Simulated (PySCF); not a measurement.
# Field gradients at the hydrogen positions

Species: C₅H₁₁FOSi.
Geometry (GFN2-xTB, Å), atoms numbered from 1 in this order:
```
atom  x, y, z in Å
C1    -1.5127    1.1943   -1.3902
C2    -0.7493    0.1594   -0.5632
C3    -1.6453   -0.3782    0.5565
Si4    0.8774    0.8990    0.1057
C5     1.8753   -0.4788    1.0614
F6     1.2472   -0.7538    2.2613
C7     1.9615   -1.6893    0.2238
O8     2.5904   -1.7683   -0.7990
H9    -0.9068    1.5567   -2.2167
H10   -2.4236    0.7592   -1.7980
H11   -1.7906    2.0466   -0.7744
H12   -0.5029   -0.6784   -1.2276
H13   -1.9489    0.4265    1.2230
H14   -1.1332   -1.1318    1.1495
H15   -2.5446   -0.8280    0.1376
H16    1.7591    1.3568   -0.9669
H17    0.6338    1.9314    1.1165
H18    2.8652   -0.0867    1.3016
H19    1.3383   -2.5275    0.5916
```

Level: PBE0/pcSseg-1 (PySCF, non-relativistic); Q(2H) = 0.00286 b; rigid geometry, the same for H and D, with no vibrational averaging.

Question: Rank these positions by the coupling χzz of a deuteron there, largest first.
A. H17 (Si–H hydrogen)
B. H12 (methine hydrogen)
C. H19 (formyl hydrogen)
D. H13 (methyl hydrogen)

Answer: D (211 kHz), B (199 kHz), C (181 kHz), A (108 kHz).

Q: Tabulate Vzz, the asymmetry η and χzz = 234.96 MHz × Q × Vzz for every hydrogen position.

A: 
```
atom  bonded to  bond length (Å)  Vzz (au)     η  χzz (kHz)
  H9         C1            1.087    0.3156  0.02        212
 H10         C1            1.089    0.3131  0.02        210
 H11         C1            1.088    0.3139  0.02        211
 H12         C2            1.097    0.2959  0.02        199
 H13         C3            1.088    0.3132  0.03        211
 H14         C3            1.087    0.3136  0.03        211
 H15         C3            1.089    0.3124  0.02        210
 H16        Si4            1.462    0.1622  0.02        109
 H17        Si4            1.465    0.1610  0.01        108
 H18         C5            1.091    0.2997  0.09        201
 H19         C7            1.107    0.2689  0.01        181
```

Q: Average by the element that carries the hydrogen.

A: on C: 205 kHz over 9 positions, mean bond length 1.092 Å; on Si: 109 kHz over 2 positions, mean bond length 1.464 Å.

Q: How does χzz go with the bond length over the 9 C–H bonds?

A: A straight-line fit has a slope of -15.0 kHz for each 0.01 Å, with a correlation coefficient of -0.99, over lengths from 1.087 to 1.107 Å. The longer bonds have the smaller couplings here.

Geometry: GFN2-xTB, one conformer, isolated molecule. GFN2-xTB bond lengths can be off by several hundredths of an ångström, more for odd bonds, and the gradients follow them. The basis is small and wasn't made for field gradients, so the couplings can be 20 % off.
